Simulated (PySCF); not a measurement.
**Computed properties of SiH2FBr, SMILES F[SiH2]Br**

SiH2FBr, SMILES Br[SiH2]F. Coordinates come from a PBE0-D3(BJ)/def2-TZVP optimisation. Other conformers were not sampled. All values are computed for the isolated molecule unless a solvent is named; none is compared with measurement here.

**Structure.** The optimised structure has Cs symmetry. All 9 harmonic modes at PBE0-D3(BJ)/def2-TZVP (PySCF) are real, so it is a minimum. With heavy atoms numbered as in [SiH2:1]([F:2])[Br:3], the shortest bond between them is Si1–F2 at 1.590 Å and the longest Si1–Br3 at 2.201 Å.

**Vibrations.** The strongest infrared lines (harmonic, unscaled, degenerate partners summed) lie at 911 cm⁻¹ (297 km/mol, H 36 %, Si 33 %, F 31 %), 960 cm⁻¹ (112 km/mol, H 86 %, Si 11 %), 2289 cm⁻¹ (95 km/mol, H 95 %). The softest mode is at 213 cm⁻¹ and the zero-point energy is 13.3 kcal/mol.

**Electronic structure.** CAM-B3LYP/def2-TZVPD (PySCF) places the frontier levels at -10.09 and 0.51 eV, a gap of 10.60 eV, and gives a dipole moment of 1.38 D and a mean polarisability of 47.4 bohr³.

**Excitations.** TDA-M06-2X/def2-SVPD (PySCF) has S1 at 7.25 eV (171 nm, f = 0.028, weak); the most intense of the 10 singlets computed lies at 9.12 eV (f = 0.09). T1 (TDA) is at 6.87 eV, 0.38 eV under S1. No vertical singlet excitation falls in the visible range (under 3.1 eV).

**NMR.** GIAO shifts at B3LYP/pcSseg-2 (PySCF) (non-relativistic, atoms alike by connectivity averaged): ¹H at 6.0 ppm against TMS; ²⁹Si at -4.0 ppm against TMS; ¹⁹F at -179.2 ppm against CFCl3. Without spin–orbit terms, shifts of atoms bonded to Cl or Br come out too high.
